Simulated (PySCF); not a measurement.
Computed IR spectrum (relative IR intensity) of a molecule C₄H₁₀OSi. The structure is a stationary point at PBE-D3(BJ)/def2-SVP. The values are those of a single conformer. Method: PBE-D3(BJ)/def2-SVP in PySCF. Frequencies are harmonic and unscaled.

Lines under 2 % of the strongest are left out, and lines within 2 cm⁻¹ are merged.

ν (cm⁻¹): 470 (w), 547 (vw), 656 (vw), 688 (w), 716 (m), 807 (w), 852 (m), 867 (vs), 877 (w), 913 (m), 935 (m), 983 (w), 995 (w), 1044 (s), 1189 (w), 1207 (vw), 1217 (w), 1332 (w), 1384 (vw), 2144 (s), 2148 (s), 2907 (s), 2923 (w), 2958 (m), 2964 (m), 3014 (w), 3075 (vw) (against the strongest line: vs over 80 %, s over 45 %, m over 15 %, w over 4 %, vw less)

Which structure fits?
A. O[SiH]1CCCC1
B. CC[C@H]1CO[SiH2]1
C. C[C@H]1C[Si@H](O)C1
D. C[SiH2]C1COC1

D, C[SiH2]C1COC1
